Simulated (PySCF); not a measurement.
# Dipole response of S(2+) (sulfur, charge +2)

[Ne] 3s2 3p2, high-spin 3P determinant. Computed with PySCF 2.14 in aug-cc-pCVQZ-DK (10s9p7d5f3g, 134 functions), with the spin-free X2C one-electron Hamiltonian (Gaussian nucleus). Coupled (time-dependent) response in atomic units; α is the mean over directions.

```json
{"method": "UHF", "mean α (bohr³)": "7.460", "α xx, yy, zz": "7.701, 7.339, 7.339", "C₆ (like pair)": "27.19", "S(−4)": "20.40"}
{"method": "PBE", "mean α (bohr³)": "7.278", "α xx, yy, zz": "7.440, 7.198, 7.198", "C₆ (like pair)": "26.35", "S(−4)": "18.21"}
{"method": "PBE0", "mean α (bohr³)": "7.288", "α xx, yy, zz": "7.480, 7.192, 7.192", "C₆ (like pair)": "26.40", "S(−4)": "18.38"}
{"method": "M06-2X", "mean α (bohr³)": "7.377", "α xx, yy, zz": "7.340, 7.395, 7.395", "C₆ (like pair)": "26.22", "S(−4)": "20.11"}
```

S(−4) is the Cauchy moment in α(ω) = α(0) + S(−4) ω² + …

α(iu) at M06-2X:

```tsv
u (hartree)	α(iu) (bohr³)
0	7.377
0.0500	7.327
0.100	7.182
0.200	6.665
0.300	5.969
0.500	4.517
0.750	3.105
1.00	2.189
1.50	1.225
2.00	0.7845
3.00	0.4152
5.00	0.1918
```

For an ion, C₆ is the dispersion term alone; charge-induced terms of lower order in 1/R come first.

The components differ because the open shell of this determinant is not spherical; for a pure term their mean is the scalar polarisability.
